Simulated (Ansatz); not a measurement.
HfO₃⁻. The state is a doublet with charge -1. Geometry r2SCAN-D4/def2-TZVPD, basis def2-TZVPD, Ansatz.

```xyz
4

Hf    0.0192   -0.0381    0.0100
O    -0.5941   -0.9306    1.5468
O    -0.8120    1.6187   -0.4309
O     1.3869   -0.6500   -1.1258
```

| run | HOMO (eV) | LUMO (eV) |
| --- | --- | --- |
| A | -4.35 | 2.01 |
| B | -4.12 | 1.72 |
| C | -1.45 | -0.35 |
| D | -1.94 | 0.29 |
| E | -1.85 | 0.00 |
| F | -0.85 | -0.63 |

In the def2 sets Hf takes a core potential; there is no spin–orbit coupling. LC-ωPBE has ω = 0.4 bohr⁻¹. HSE06 is defined as in plane-wave codes, on full-range PBE exchange. The structure comes from a short search, and lower isomers may exist.

HOMO and LUMO are taken over both spins.

**Question.** The runs used HSE06, LC-ωPBE, PBE, PBE0, r2SCAN0, ωB97M-V. Estimate which is which.

**Answer.** A LC-ωPBE (range-separated); B ωB97M-V (range-separated); C HSE06 (range-separated); D r2SCAN0 (25 % exact exchange); E PBE0 (25 % exact exchange); F PBE (0 % exact exchange). Exact exchange lowers occupied and raises empty levels; among semilocal functionals meta-GGAs tend to open the gap a little, and such runs are hard to tell apart. The gap grows from 0.21 eV (PBE) to 6.36 eV (LC-ωPBE).
